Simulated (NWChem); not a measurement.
System: C2H2Cl, doublet; SMILES [CH]=CCl

NWChem input:

```
start job
memory heap 200 mb stack 700 mb global 900 mb
geometry units angstroms noautosym nocenter noautoz
  C     -0.270185     1.723922     0.000000
  C      0.503428     0.668803     0.000000
  Cl    -0.110954    -0.969424     0.000000
  H     -1.319842     2.007224     0.000000
  H      1.597104     0.712484     0.000000
end
basis spherical
  C library 6-31g*
  Cl library 6-31g*
  H library 6-31g*
end
dft
  odft
  mult 2
  xc xpbe96 cpbe96
  iterations 150
end
cosmo
  do_cosmo_smd true
  solvent water
end
task dft energy
```

In the optimisation the excess spin sits in a' (Cs, its own frame). All runs use the structure optimised with PBE0/def2-SVP, spin-unrestricted. No stability test was run on the SCF state. Solvent: water.

Level: PBE/6-31G* with SMD (1 M gas to 1 M solution), gas-phase geometry. Reactions with the solvent are ignored.

Q: Predict the main results of this run. (PBE/6-31G* (spherical d), spin-unrestricted, SMD on the gas-phase geometry.) Quantities: solvation free energy (kcal/mol); cavity-dispersion-structure term (kcal/mol); dipole in solution (D).

A: The solvation free energy (kcal/mol) is 0.6, the cavity-dispersion-structure term (kcal/mol) comes out as 3.6 and the dipole in solution (D) comes out as 1.33.
